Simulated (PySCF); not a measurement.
Level of theory: PySCF with PBE-D3(BJ)/def2-TZVP // B3LYP-D3(BJ)/def2-TZVP. All species are isolated molecules in the gas phase. 

Reference species (SMILES): `[CH](Br)Br` (neutral, multiplicity 2).

- dipole moment = 0.70 D

Changed species: `[C](Br)(Br)Br` (radical fragment; the reference has radical fragment).

Q: What does the change do to the dipole moment?

A: the dipole moment falls by 0.47 D, to 0.23 D.
